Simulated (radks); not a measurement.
Results of a calculation; reference values are marked as such.
Problem. Cs4+, configuration [Kr] 4d10 5s2 5p3 (the NIST ground configuration). Level of theory: scalar-relativistic Kohn-Sham, r2SCAN, spin-polarised, spherical densities, finite nucleus; open shells are filled with parallel spins first (spin-orbit coupling, left out, can overturn this in heavy ions); meta-GGA in the generalised Kohn-Sham scheme; Fermi nuclear charge, rms radius 4.8041 fm (a radial shooting solver on a logarithmic mesh with Libxc functionals). Some entries of the table are withheld. Estimate them.

orbital,occ.,eigenvalue (hartree),<r^2> (bohr^2),<r> (bohr)
1s up,1,-1319.431,0.0009255,0.02611
1s down,1,-1319.421,0.0009254,0.02611
2s up,1,-208.9890,0.01483,0.1121
2s down,1,-208.9874,0.01483,0.1121
2p up,3,-187.5273,0.01178,0.09822
2p down,3,-187.5208,0.01178,0.09822
3s up,1,-44.97845,0.1018,0.2984
3s down,1,-44.97352,0.1018,0.2984
3p up,3,-38.02883,0.1020,0.2966
3p down,3,-38.02195,0.1020,0.2966
3d up,5,-27.84080,0.08836,0.2735
3d down,5,-27.83347,0.08834,0.2735
4s up,1,-9.87591,0.5442,0.6946
4s down,1,-9.85993,0.5448,0.6952
4p up,3,(1),0.6206,0.7387
4p down,3,(2),0.6198,0.7386
4d up,5,-4.36989,0.8091,0.8340
4d down,5,-4.34914,0.7976,0.8293
5s up,1,-2.50897,3.038,(3)
5s down,1,-2.35192,2.998,(4)
5p up,3,(5),3.815,1.848
5p down,0,(6),3.761,1.834

Solution. 
(1) 4p up eigenvalue (hartree): -7.63851
(2) 4p down eigenvalue (hartree): -7.62389
(3) 5s up <r> (bohr): 1.650
(4) 5s down <r> (bohr): 1.637
(5) 5p up eigenvalue (hartree): -1.93891
(6) 5p down eigenvalue (hartree): -1.77243
